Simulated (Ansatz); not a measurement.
Reaction: CH4FSi (SMILES C[SiH]F, doublet) → CH4FSi (SMILES FC[SiH2], doublet)
Each species at its own B3LYP-D3(BJ)/def2-TZVP minimum (Ansatz, a first-principles code).

Total energies in hartree (Ansatz). UHF or UKS for unpaired electrons; spin-orbit terms are left out. Correlated methods leave the cores frozen. No relativity.

| species | HF/cc-pV(T+d)Z | CCSD(T)/cc-pV(T+d)Z | HF/cc-pV(Q+d)Z | CCSD(T)/cc-pV(Q+d)Z | CCSD(T)/cc-pV(D+d)Z | CCSDT(Q)/cc-pV(D+d)Z |
|---|---|---|---|---|---|---|
| 1: CH4FSi (SMILES F[SiH]C, doublet) | -428.66916 | -429.24723 | -428.68551 | -429.30452 | -429.05683 | -429.05852 |
| 2: CH4FSi (SMILES [SiH2]CF, doublet) | -428.57688 | -429.15530 | -428.59147 | -429.21035 | -428.97467 | -428.97646 |

Q: Work out the isomerisation energy (electronic) in kcal/mol: take Hartree-Fock from cc-pV(Q+d)Z, extrapolate the CCSD(T) correlation energy as X^-3 (X = 3, 4), and add CCSDT(Q) - CCSD(T) in cc-pV(D+d)Z. 1 hartree = 627.51 kcal/mol.

A: 
Species 1: correlation (64·(-0.61901) - 27·(-0.57807))/37 = -0.64889; step -0.00169; E1 = -428.68551 + (-0.64889) + (-0.00169) = -429.33609
Species 2: correlation (64·(-0.61888) - 27·(-0.57842))/37 = -0.64840; step -0.00179; E2 = -428.59147 + (-0.64840) + (-0.00179) = -429.24166
-1·E1 +1·E2 = 0.09443 hartree = 59.3 kcal/mol.
